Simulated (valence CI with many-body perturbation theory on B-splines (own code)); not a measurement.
## E1 transitions of Cd³⁵⁺

Method: relativistic CI+MBPT: three valence electrons over a frozen Dirac-Fock core [Ne], radial functions for each j: 11 s, 11 p, 10 d, 8 f, 5 g, 2 h, with the one-electron correlation potential Σ1, the two-electron term Σ2, the three-electron term Σ3, Breit, model QED; selected CI, second order for the rest, scaled by the run's own slope (own B-spline code, finite nucleus).

The last digits are not significant, and no measured levels were compared; by estimate large intervals hold to a few tenths of a per cent, small ones and those within an open d or f shell to about a per cent.

Lines 151 to 200 of 573 in falling wavelength, among levels below 1111.9 eV, chosen from the strongest by gf and those to the six lowest levels. Wavelengths and rates use the calculated energies. Electric multipoles are in the length gauge, E1 and E2 with the static RPA response of the core. Weak lines are less certain than strong ones. Lines between different terms over intervals too small for the method are left out, as are lines whose strength nearly cancels. Where a level lies close to another of its J and parity, the split of strength between their lines is uncertain. The highest levels of a list are the least certain.

Levels are named by their leading jj configuration (3d3/2^4 stands for four electrons in 3d with j = 3/2), which in mixed levels can hold well under half, so a name can repeat and another be missing. Letters in brackets count levels of one name in rising energy.

```
λ vac (nm)                          Upper                          Lower   A (s⁻¹)  S (a.u.)
     9.283     (3s 3d3/2 3d5/2) J=9/2 [b]     (3s 3p3/2 3d5/2) J=7/2 [b]  1.58e+11  6.24e-01
     9.281          (3p3/2 3d3/2^2) J=7/2     (3s 3d3/2 3d5/2) J=5/2 [a]  3.99e+10  1.26e-01
     9.276      (3p3/2^2 3d5/2) J=5/2 [a]     (3s 3p3/2 3d3/2) J=5/2 [b]  1.41e+10  3.34e-02
     9.253      (3p3/2^2 3d5/2) J=5/2 [c]                (3p3/2^3) J=3/2  1.58e+11  3.70e-01
     9.250          (3d3/2^2 3d5/2) J=5/2          (3p3/2 3d3/2^2) J=3/2  3.33e+10  7.80e-02
     9.246                (3d5/2^3) J=5/2          (3p3/2 3d5/2^2) J=5/2  6.57e+10  1.54e-01
     9.245  (3p3/2 3d3/2 3d5/2) J=7/2 [a]     (3s 3d3/2 3d5/2) J=7/2 [a]  3.16e+10  9.86e-02
     9.227             (3s 3d5/2^2) J=7/2     (3s 3p3/2 3d5/2) J=5/2 [b]  1.50e+11  4.67e-01
     9.227          (3d3/2^2 3d5/2) J=9/2          (3p3/2 3d3/2^2) J=7/2  5.98e+10  2.32e-01
     9.202  (3p3/2 3d3/2 3d5/2) J=5/2 [d]      (3p3/2^2 3d5/2) J=5/2 [a]  3.67e+10  8.48e-02
     9.201          (3p3/2 3d5/2^2) J=1/2             (3s 3d5/2^2) J=3/2  5.17e+10  3.98e-02
     9.201          (3d3/2^2 3d5/2) J=7/2          (3p3/2 3d3/2^2) J=5/2  6.39e+10  1.97e-01
     9.198  (3p1/2 3d3/2 3d5/2) J=5/2 [a]  (3p1/2 3p3/2 3d3/2) J=3/2 [a]  2.08e+10  4.79e-02
     9.195          (3d3/2^2 3d5/2) J=7/2  (3p3/2 3d3/2 3d5/2) J=7/2 [a]  3.51e+10  1.08e-01
     9.188  (3p3/2 3d3/2 3d5/2) J=9/2 [b]          (3p3/2^2 3d3/2) J=7/2  5.33e+10  2.04e-01
     9.187  (3p3/2 3d3/2 3d5/2) J=9/2 [b]     (3s 3d3/2 3d5/2) J=9/2 [b]  3.80e+10  1.46e-01
     9.187     (3s 3p1/2 3d3/2) J=3/2 [b]         (3s 3p1/2 3p3/2) J=5/2  1.68e+08  2.57e-04
     9.186      (3d3/2 3d5/2^2) J=7/2 [b]  (3p3/2 3d3/2 3d5/2) J=7/2 [d]  3.89e+10  1.19e-01
     9.181          (3p3/2 3d5/2^2) J=5/2             (3s 3d5/2^2) J=7/2  6.33e+10  1.45e-01
     9.151  (3p1/2 3d3/2 3d5/2) J=7/2 [a]      (3p1/2 3p3/2 3d3/2) J=5/2  2.45e+10  7.41e-02
     9.138     (3s 3d3/2 3d5/2) J=7/2 [a]         (3s 3p3/2 3d3/2) J=7/2  1.22e+10  3.68e-02
     9.135          (3p3/2^2 3d3/2) J=7/2     (3s 3p3/2 3d3/2) J=5/2 [b]  1.68e+11  5.05e-01
     9.135  (3p3/2 3d3/2 3d5/2) J=5/2 [b]         (3s 3d3/2 3d5/2) J=3/2  1.53e+10  3.46e-02
     9.133          (3p1/2 3d5/2^2) J=7/2  (3p1/2 3p3/2 3d5/2) J=5/2 [a]  3.86e+10  1.16e-01
     9.132          (3p3/2 3d5/2^2) J=9/2     (3s 3d3/2 3d5/2) J=7/2 [b]  9.28e+09  3.49e-02
     9.130     (3s 3p3/2 3d5/2) J=7/2 [b]             (3s^2 3d5/2) J=5/2  1.74e+11  5.22e-01
     9.130      (3p3/2 3d5/2^2) J=3/2 [b]             (3s 3d5/2^2) J=1/2  5.06e+10  7.60e-02
     9.124      (3p1/2 3p3/2^2) J=3/2 [a]         (3s 3p1/2 3p3/2) J=5/2  2.73e+10  4.09e-02
     9.118          (3p1/2^2 3d5/2) J=5/2          (3p1/2^2 3p3/2) J=3/2  1.48e+10  3.32e-02
     9.116      (3p1/2 3p3/2 3d3/2) J=5/2         (3s 3p1/2 3d3/2) J=5/2  1.53e+10  3.44e-02
     9.112      (3d3/2 3d5/2^2) J=3/2 [a]  (3p3/2 3d3/2 3d5/2) J=3/2 [b]  2.81e+10  4.20e-02
     9.103         (3s 3p1/2 3d5/2) J=7/2         (3s 3p1/2 3p3/2) J=5/2  2.32e+10  6.91e-02
     9.100      (3d3/2 3d5/2^2) J=3/2 [a]  (3p3/2 3d3/2 3d5/2) J=5/2 [c]  2.98e+10  4.44e-02
     9.098  (3p3/2 3d3/2 3d5/2) J=5/2 [c]     (3s 3d3/2 3d5/2) J=5/2 [b]  3.63e+10  8.08e-02
     9.095      (3p3/2^2 3d3/2) J=3/2 [b]         (3s 3p3/2 3d5/2) J=1/2  9.06e+10  1.35e-01
     9.087          (3p3/2 3d3/2^2) J=7/2     (3s 3d3/2 3d5/2) J=7/2 [a]  1.12e+10  3.32e-02
     9.081                (3d5/2^3) J=5/2          (3p3/2 3d5/2^2) J=7/2  4.43e+10  9.83e-02
     9.069                (3d5/2^3) J=3/2          (3p3/2 3d5/2^2) J=1/2  4.00e+10  5.90e-02
     9.066     (3s 3d3/2 3d5/2) J=7/2 [a]     (3s 3p3/2 3d3/2) J=5/2 [a]  2.46e+10  7.24e-02
     9.049  (3p3/2 3d3/2 3d5/2) J=5/2 [d]             (3s 3d5/2^2) J=3/2  5.35e+10  1.17e-01
     9.049             (3s 3d5/2^2) J=5/2     (3s 3p3/2 3d5/2) J=7/2 [a]  3.76e+10  8.25e-02
     9.044      (3p3/2^2 3d5/2) J=3/2 [a]     (3s 3p3/2 3d3/2) J=3/2 [b]  5.89e+10  8.61e-02
     9.031     (3s 3p3/2 3d3/2) J=3/2 [b]             (3s^2 3d3/2) J=3/2  7.32e+10  1.06e-01
     9.016  (3p3/2 3d3/2 3d5/2) J=3/2 [a]      (3p3/2^2 3d3/2) J=3/2 [a]  2.27e+10  3.29e-02
     9.008          (3p3/2 3d5/2^2) J=1/2          (3p3/2^2 3d5/2) J=1/2  5.78e+10  4.17e-02
     9.006      (3p1/2 3p3/2 3d5/2) J=1/2          (3p1/2 3p3/2^2) J=1/2  9.49e+10  6.84e-02
     9.006  (3p3/2 3d3/2 3d5/2) J=3/2 [c]      (3p3/2^2 3d5/2) J=3/2 [a]  7.01e+10  1.01e-01
     9.000  (3p1/2 3p3/2 3d5/2) J=5/2 [c]     (3s 3p1/2 3d5/2) J=5/2 [c]  2.77e+10  5.98e-02
     8.998          (3d3/2^2 3d5/2) J=9/2  (3p3/2 3d3/2 3d5/2) J=9/2 [a]  3.82e+10  1.37e-01
     8.995     (3s 3d3/2 3d5/2) J=7/2 [b]     (3s 3p3/2 3d5/2) J=5/2 [a]  4.57e+10  1.31e-01
```
